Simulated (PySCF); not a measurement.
S (SMILES [S-]), charge -1, doublet. Base run: MP2/6-31G** (PySCF).

Input for PySCF:
```python
from pyscf import gto, scf, mp

mol = gto.M(
    atom='''
S     0.00000000    0.00000000    0.00000000
''',
    basis='6-31g**',
    charge=-1,
    spin=1,
    verbose=4,
)

mf = scf.UHF(mol)
mf.kernel()

pt = mp.MP2(mf)
pt.kernel()
print('E(MP2) = %.10f' % pt.e_tot)
```

Each row names what was changed in the base input (with any setting that the change needs).

```json
[
 {"change": "base", "ΔE vs base (kcal/mol)": "0.000", "MP2 correlation (Eh)": "-0.09804", "basis functions": "18"},
 {"change": "frozen = 5", "ΔE vs base (kcal/mol)": "3.86", "MP2 correlation (Eh)": "-0.09189", "basis functions": "18"},
 {"change": "frozen = 6", "ΔE vs base (kcal/mol)": "27.81", "MP2 correlation (Eh)": "-0.05372", "basis functions": "18"},
 {"change": "frozen = 4", "ΔE vs base (kcal/mol)": "___", "MP2 correlation (Eh)": "___", "basis functions": "18"},
 {"change": "method = ccsd", "ΔE vs base (kcal/mol)": "-9.62", "MP2 correlation (Eh)": "-0.09804", "basis functions": "18"},
 {"change": "cart = on", "ΔE vs base (kcal/mol)": "-4.05", "MP2 correlation (Eh)": "-0.10322", "basis functions": "19"},
 {"change": "method = cisd", "ΔE vs base (kcal/mol)": "-7.48", "MP2 correlation (Eh)": "-", "basis functions": "18"},
 {"change": "method = ccsd(t)", "ΔE vs base (kcal/mol)": "___", "MP2 correlation (Eh)": "-0.09804", "basis functions": "18"},
 {"change": "density fitting = JK and correlation", "ΔE vs base (kcal/mol)": "-0.033", "MP2 correlation (Eh)": "-0.09801", "basis functions": "18"}
]
```

Question: What belongs in the gaps?

Answer: 
- frozen = 4, ΔE vs base (kcal/mol): 2.94
- frozen = 4, MP2 correlation (Eh): -0.09336
- method = ccsd(t), ΔE vs base (kcal/mol): -10.80

Open shells are given as the SCF converged; they aren't shown to be the lowest states, and a large step between rows can be another state.
